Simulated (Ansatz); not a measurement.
One change: `C[O][SnH2][SeH]` becomes `[OH][SnH2][SeH]`.

Ansatz, PBE0-D4/def2-TZVP geometries, multiplicity 1. Each molecule was computed in one conformer, which needn't be the lowest.

Elements past krypton have def2 core potentials. Scalar relativity is left out up to krypton.

```json
{"property": "HOMO–LUMO gap (PBE0/def2-TZVPP) / eV", "`C[O][SnH2][SeH]`": "6.39"}
{"property": "HOMO energy (PBE0/def2-TZVPP) / eV", "`C[O][SnH2][SeH]`": "-7.21"}
{"property": "ideal-gas entropy at 298 K and 1 bar (rigid rotor, harmonic PBE0-D4/def2-TZVP) / J/(mol·K)", "`C[O][SnH2][SeH]`": "384"}
{"property": "LUMO energy (PBE/def2-TZVPP) / eV", "`C[O][SnH2][SeH]`": "-1.69"}
{"property": "LUMO energy (PBE0/def2-TZVPP) / eV", "`C[O][SnH2][SeH]`": "-0.82"}
{"property": "HOMO energy (ωB97M-V/def2-TZVPP) / eV", "`C[O][SnH2][SeH]`": "-9.38"}
```

**Question.** Give the same properties after the change, and the shifts. (Estimate.)

**Answer.** Ansatz gave: 
```json
{"property": "HOMO–LUMO gap (PBE0/def2-TZVPP) / eV", "`[OH][SnH2][SeH]`": "6.39", "shift": "0.00"}
{"property": "HOMO energy (PBE0/def2-TZVPP) / eV", "`[OH][SnH2][SeH]`": "-7.22", "shift": "-0.01"}
{"property": "ideal-gas entropy at 298 K and 1 bar (rigid rotor, harmonic PBE0-D4/def2-TZVP) / J/(mol·K)", "`[OH][SnH2][SeH]`": "346", "shift": "-38"}
{"property": "LUMO energy (PBE/def2-TZVPP) / eV", "`[OH][SnH2][SeH]`": "-1.72", "shift": "-0.03"}
{"property": "LUMO energy (PBE0/def2-TZVPP) / eV", "`[OH][SnH2][SeH]`": "-0.84", "shift": "-0.02"}
{"property": "HOMO energy (ωB97M-V/def2-TZVPP) / eV", "`[OH][SnH2][SeH]`": "-9.38", "shift": "0.00"}
```

The zero-point energy changes by -74.4 kJ/mol with -9 modes. Modes under 60 cm⁻¹, often nearly free rotors, make the harmonic entropy too high.

Spin–orbit coupling is left out; it splits and shifts lone-pair levels of the heavy atoms by tenths of an eV.
